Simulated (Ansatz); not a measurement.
`[F][Cd][Br]` + NH₃ → `[NH2][Cd][Br]` + H–F at 600 K and 1 bar (ligand exchange at a Cd–F bond).

Calculated with Ansatz (gas phase, PBE0-D4/def2-TZVP geometries, no zero-point term in ΔE). CCSD(T)/CBS is the MP2 limit (def2-TZVPP, def2-QZVPP) plus CCSD(T) − MP2 in def2-TZVPP, frozen cores. This one scheme is used for every species. def2 core potentials past Kr. For Br, Cd outer-core shells are correlated without core-valence functions, which leaves a few kJ/mol of doubt a bond. Scalar relativity is left out up to krypton. One conformer a species, not always the lowest.

| species | CCSD(T)/CBS energy (Eh) | H − E (kJ/mol) | S (J/(mol·K)) |
| --- | --- | --- | --- |
| `[F][Cd][Br]` | -2840.89161 | 38.4 | 333.7 |
| NH₃ | -56.50880 | 112.4 | 219.5 |
| `[NH2][Cd][Br]` | -2796.98951 | 105.7 | 368.9 |
| H–F | -100.39570 | 42.3 | 194.0 |

H − E and S are ideal-gas, rigid-rotor, harmonic terms from PBE0-D4/def2-TZVP, for one conformer and one mirror image of each species. 1 Eh = 2625.50 kJ/mol, R = 8.31446 J/(mol·K).

Task: By hand: ΔE, ΔH, ΔS and ΔG.

Result: ΔE = (-2796.98951) + (-100.39570) − (-2840.89161) − (-56.50880) = 0.01520 Eh = 39.9 kJ/mol. Δ(H − E) = 105.7 + 42.3 − 38.4 − 112.4 = -2.8, so ΔH = 37.1 kJ/mol. ΔS = 368.9 + 194.0 − 333.7 − 219.5 = 9.7 J/(mol·K). ΔG = 37.1 − 600 × (9.7)/1000 = 31.3 kJ/mol.

Task: By hand: the equilibrium constant, and the temperature at which ΔG would vanish if ΔH and ΔS stayed fixed.

Result: log₁₀ K = −ΔG/(RT ln 10) = -2.7. ΔG = 0 at ΔH/ΔS = 3825 K, far beyond where these terms or the molecules hold.

The number of gas molecules stays the same, so ΔS is small and ΔH decides. A doubt of 5 kJ/mol in ΔE shifts log₁₀ K by 0.4 here. Other conformers and mirror images would add mixing entropy, several J/(mol·K) or more a flexible species. These are equilibria of isolated gas molecules and say nothing of rates. Largest T1 diagnostic: 0.014 (customary marks: 0.02 for closed shells, 0.045 for open ones).
